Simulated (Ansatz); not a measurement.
Geometry optimisation, RKS PBE/def2-SVP (Ansatz).

The input (input.yaml):

```yaml
crystal:
  periodic: [false, false, false]
  atoms:
    - { symbol: Sn, position_ang: [0.0, 0.0, 0.0] }
    - { symbol: C, position_ang: [0.0, 0.0, 2.5] }
    - { symbol: H, position_ang: [-0.9996, -0.3092, 2.8705] }
    - { symbol: H, position_ang: [0.7676, -0.7111, 2.8705] }
    - { symbol: H, position_ang: [0.232, 1.0203, 2.8705] }
    - { symbol: H, position_ang: [1.6408, 0.0, -0.5794] }
    - { symbol: H, position_ang: [-0.8195, 1.4198, -0.5794] }
    - { symbol: H, position_ang: [-0.8195, -1.4198, -0.5794] }
    - { symbol: S, position_ang: [1.437, 2.1671, 0.864] }
    - { symbol: H, position_ang: [2.5139, 1.7322, 1.6457] }
    - { symbol: H, position_ang: [0.7706, 1.1621, 2.1543] }
basis:
  gaussian: { orbitals: def2-SVP }
hamiltonian:
  xc: pbe
relax:
  f_tol: 0.15
  max_steps: 25
  restrain:
    - { distance: [0, 8], at: 3.64, k: 30.0 }
    - { distance: [10, 1], at: 2.31, k: 30.0 }
    - { distance: [0, 1], at: 2.15, k: 30.0 }
    - { distance: [10, 8], at: 1.4, k: 30.0 }
```

Run as:

```bash
$ ansatz run input.yaml --threads 2 --pin off --max-ram 3072MiB --backend cpu --events-out ev --progress --plain --runs-dir out
```

Task: Where does it end, and by what steps?

Result: The run converged. The restraints hold the end off the free minimum; the threshold counts their pulls, which the force column leaves out. Restrained pairs: Sn1–S9 (2.74 → 3.64 Å), C2–H11 (1.44 → 2.32 Å), Sn1–C2 (2.50 → 2.16 Å), S9–H11 (1.77 → 1.38 Å). After 11 steps the energy has fallen by 3.176 eV (the restraints' own energy left out); H5 moved furthest, 0.83 Å.

| step | energy less start (eV) | largest force component (eV/Å) | accepted |
| --- | --- | --- | --- |
| 0 | 0.0000 | 3.868 | yes |
| 1 | -0.9997 | 2.662 | yes |
| 2 | -1.3794 | 3.344 | yes |
| 3 | -1.9677 | 2.748 | yes |
| 4 | -2.8070 | 1.207 | yes |
| 5 | -3.0756 | 0.852 | yes |
| 6 | -3.1271 | 0.640 | yes |
| 7 | -3.1513 | 0.492 | yes |
| 8 | -3.1495 | 0.780 | no |
| 9 | -3.1649 | 0.483 | yes |
| 10 | -3.1710 | 0.508 | yes |
| 11 | -3.1762 | 0.491 | yes |

```xyz
11
Properties=species:S:1:pos:R:3
Sn -0.134 -0.132 0.132
C -0.170 -0.117 2.293
H -0.851 -0.916 2.646
H 0.834 -0.320 2.712
H -0.555 0.844 2.686
H 1.469 -0.351 -0.471
H -0.849 1.297 -0.518
H -1.078 -1.494 -0.391
S 1.874 2.644 1.374
H 2.983 1.856 1.386
H 1.200 1.749 2.187
```

Run time: 27 s on 2 threads of Arm Neoverse V1, on a shared host, peak memory 0.14 GiB.
